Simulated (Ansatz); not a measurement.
```yaml
crystal:
  periodic: [false, false, false]
  atoms:
    - {symbol: C, position_ang: [4.499479, -0.355075, 0.354785]}
    - {symbol: C, position_ang: [4.084501, 0.968490, 0.263840]}
    - {symbol: C, position_ang: [2.640034, 0.941848, 0.156209]}
    - {symbol: C, position_ang: [1.517163, 1.740183, 0.036736]}
    - {symbol: C, position_ang: [0.323378, 0.902223, -0.015837]}
    - {symbol: C, position_ang: [-0.969271, 1.409118, -0.135192]}
    - {symbol: C, position_ang: [-2.187569, 0.702597, -0.195278]}
    - {symbol: C, position_ang: [-3.468876, 1.280428, -0.316449]}
    - {symbol: C, position_ang: [-4.446420, 0.242985, -0.344238]}
    - {symbol: C, position_ang: [-3.801037, -0.993760, -0.241052]}
    - {symbol: C, position_ang: [-2.387996, -0.765826, -0.145809]}
    - {symbol: C, position_ang: [-1.424661, -1.766595, -0.029679]}
    - {symbol: C, position_ang: [-0.018342, -1.654095, 0.070788]}
    - {symbol: C, position_ang: [0.760110, -0.497320, 0.078537]}
    - {symbol: C, position_ang: [2.209059, -0.448846, 0.184999]}
    - {symbol: C, position_ang: [3.341951, -1.243732, 0.305043]}
    - {symbol: H, position_ang: [5.539546, -0.696419, 0.448717]}
    - {symbol: H, position_ang: [4.727731, 1.857438, 0.272918]}
    - {symbol: H, position_ang: [1.480735, 2.838963, -0.014074]}
    - {symbol: H, position_ang: [-1.052984, 2.509030, -0.189311]}
    - {symbol: H, position_ang: [-3.669079, 2.358880, -0.378815]}
    - {symbol: H, position_ang: [-5.530731, 0.395807, -0.431982]}
    - {symbol: H, position_ang: [-4.275206, -1.984193, -0.232667]}
    - {symbol: H, position_ang: [-1.818360, -2.797975, -0.013727]}
    - {symbol: H, position_ang: [0.535070, -2.603729, 0.154071]}
    - {symbol: H, position_ang: [3.391776, -2.340436, 0.357468]}
basis:
  gaussian: {orbitals: def2-TZVP}
magnetization: {spin_polarized: true, initial_magnetization: 2}
hamiltonian: {xc: pbe0, dispersion: d4}
scf: {omitted_lower_state_checks: [starts]}
output: {orbitals: {seedname: orbitals}}
```

```sh
$ ansatz run in.yaml --threads 4 --pin off --events-out ev --progress --plain --max-ram 6963MiB
```

(1) Does this run fit into the memory that it is given?

Results:

(1) No. It has 556 basis functions, and Ansatz plans for 9 GiB where 7 GiB are given.
